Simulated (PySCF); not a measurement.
Al(OH) (AlHO), SMILES [OH][Al] (connectivity only; charge and spin as stated), neutral, multiplicity 1. The structure is a stationary point at B3LYP-D3(BJ)/def2-TZVPD.

TDA-LC-ωPBE/def2-TZVPD (PySCF 2.14.0) puts the lowest singlet excitations at 5.61, 5.61, 6.59, 7.04, 7.64, 7.69 eV and the lowest triplet (TDA) at 2.94 eV.

Question: What are the lowest singlet roots from PySCF 2.14.0 with EOM-CCSD/aug-cc-pVDZ? (The exact figures need the calculation; the answer reports its results.)

Answer: 5.47, 5.47, 6.24, 6.75, 7.44, 7.44 eV; triplets 3.31, 3.31, 5.39 eV. S1 differs by -0.14 eV (second minus first; roots are paired by order, and the bases may differ).
